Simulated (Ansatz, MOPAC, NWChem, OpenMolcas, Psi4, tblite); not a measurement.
# How methods differ on B2H4F2 (SMILES [BH2-]1[F+][BH2-][F+]1)

B2H4F2, singlet, SMILES `[BH2-]1[F+][BH2-][F+]1`. Each level relaxes the structure for itself.

Quantity: the highest harmonic wavenumber at each level's own minimum, in cm⁻¹. The values are calculated.

```
                                   level            kind     program  value (cm⁻¹)
                                     PM6  semi-empirical       MOPAC          2914
                                  PM6-D3  semi-empirical       MOPAC          2914
                                 PM6-DH+  semi-empirical       MOPAC          2913
                                GFN1-xTB  semi-empirical      tblite          2627
                                HF/3-21G    Hartree–Fock  OpenMolcas          2916
         HF/6-31G* (Cartesian functions)    Hartree–Fock  OpenMolcas          2884
                     PBE-D3(BJ)/def2-SVP             GGA      NWChem          2668
                       PBE0-D4/def2-TZVP   global hybrid      Ansatz          2728
B3LYP-D3(BJ)/def2-TZVP (density fitting)   global hybrid        Psi4          2734
```

Harmonic and unscaled. The values span 2627 to 2916 cm⁻¹.
